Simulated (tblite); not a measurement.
C₆H₇BO₂S.
Bonds: C1–C2 (double), C2–B3, B3–O4, B3–O5, C2–C6, C6–C7 (aromatic), C7–C8 (aromatic), C8–C9 (aromatic), C9–S10 (aromatic), C6–S10 (aromatic). Hydrogens: H11, H12 on C1; H13 on O4; H14 on O5; H15 on C7; H16 on C8; H17 on C9.

Computed with GFN2-xTB (tblite), gas phase: L-BFGS steps from a force-field or distance-geometry start until the largest atomic force falls under 0.01 eV/Å.

Step 17: E = -790.8477 eV
```
atom  x, y, z in Å  |  force x, y, z in eV/Å
C1      1.5616   -0.8086   -1.4856   -0.081  -0.039   0.136
C2      0.9387   -0.3002   -0.4113   -0.024   0.024   0.057
B3      1.7232    0.0895    0.9418   -0.169  -0.103  -0.386
O4      1.0393    0.1153    2.1029    0.297  -0.005   0.119
O5      3.0475    0.3989    1.0253   -0.203   0.062  -0.088
C6     -0.5054   -0.1126   -0.4299    0.047  -0.023   0.159
C7     -1.2889    0.3794    0.5785    0.098   0.158   0.070
C8     -2.6508    0.4607    0.2710   -0.363   0.028  -0.175
C9     -2.9385    0.0211   -0.9818    0.029  -0.084  -0.016
S10    -1.5199   -0.5300   -1.7950   -0.064   0.114  -0.013
H11     2.6167   -1.0166   -1.5104    0.089   0.102   0.083
H12     1.0185   -1.0947   -2.3729   -0.042   0.030   0.001
H13     1.6265    0.3739    2.8146   -0.069  -0.043   0.227
H14     3.5360    0.5022    0.2143    0.046  -0.118  -0.152
H15    -0.9222    0.6992    1.5299    0.194   0.001   0.062
H16    -3.3844    0.8510    0.9557   -0.028  -0.040  -0.045
H17    -3.9048   -0.0162   -1.4570    0.243  -0.064  -0.038
```

Step 18: E = -790.8610 eV
```
atom  x, y, z in Å  |  force x, y, z in eV/Å
C1      1.5614   -0.8043   -1.4812   -0.036  -0.088   0.097
C2      0.9416   -0.2968   -0.4044   -0.159  -0.009  -0.109
B3      1.7183    0.0941    0.9416   -0.069  -0.039  -0.202
O4      1.0427    0.1141    2.1095    0.347   0.006   0.166
O5      3.0392    0.4181    1.0189    0.037   0.029  -0.425
C6     -0.5025   -0.1081   -0.4275   -0.075  -0.054   0.100
C7     -1.2903    0.3829    0.5779    0.053   0.142   0.069
C8     -2.6553    0.4597    0.2678   -0.161   0.061  -0.050
C9     -2.9347    0.0179   -0.9832   -0.008  -0.068  -0.027
S10    -1.5218   -0.5304   -1.7973    0.140   0.116   0.061
H11     2.6174   -1.0157   -1.5108    0.043   0.115   0.093
H12     1.0153   -1.0948   -2.3674   -0.020   0.061   0.050
H13     1.6352    0.3608    2.8249   -0.140  -0.053   0.101
H14     3.5344    0.4814    0.1975   -0.168  -0.103   0.196
H15    -0.9246    0.7004    1.5316    0.175   0.000   0.031
H16    -3.3878    0.8511    0.9521   -0.048  -0.041  -0.045
H17    -3.8953   -0.0182   -1.4600    0.090  -0.075  -0.104
```

**Question.** Estimate the geometry and energy of step 19. (The exact step hangs on the optimiser's Hessian estimate; all steps are aligned on step 18, rigid shifts and turns removed.)

**Answer.** E = -790.8740 eV, largest force 0.337 eV/Å
```
atom  x, y, z in Å  |  force x, y, z in eV/Å
C1      1.5591   -0.8042   -1.4776    0.027  -0.138  -0.023
C2      0.9394   -0.2995   -0.4013   -0.267   0.002  -0.156
B3      1.7121    0.0919    0.9350    0.054   0.032   0.039
O4      1.0499    0.1139    2.1125    0.242  -0.031   0.112
O5      3.0298    0.4237    1.0049    0.059   0.015  -0.234
C6     -0.5026   -0.1063   -0.4226   -0.184  -0.059   0.019
C7     -1.2913    0.3898    0.5799   -0.040   0.079   0.021
C8     -2.6612    0.4613    0.2666    0.120   0.083   0.100
C9     -2.9301    0.0147   -0.9821   -0.045  -0.037  -0.043
S10    -1.5226   -0.5267   -1.7983    0.308   0.087   0.104
H11     2.6175   -1.0112   -1.5078   -0.011   0.111   0.096
H12     1.0147   -1.0946   -2.3669    0.003   0.076   0.096
H13     1.6358    0.3562    2.8346   -0.095  -0.041   0.031
H14     3.5361    0.4744    0.1937   -0.122  -0.082   0.033
H15    -0.9181    0.7005    1.5339    0.121   0.014   0.011
H16    -3.3933    0.8509    0.9508   -0.073  -0.034  -0.043
H17    -3.8820   -0.0225   -1.4652   -0.097  -0.077  -0.163
```

The energy changes by -0.0130 eV. The first-order estimate −F·Δx gives -0.0193 eV and the mean of the old and new forces, exact on a quadratic surface, -0.0130 eV. The step makes an angle of 50° with the force vector and moves no atom by more than 0.018 Å.

The cost below is that of the whole relaxation. Time: 2.1 s wall, 1.2 s CPU. Hardware: one thread, Intel Xeon at 2.50 GHz (x86_64), no GPU, on a shared host.
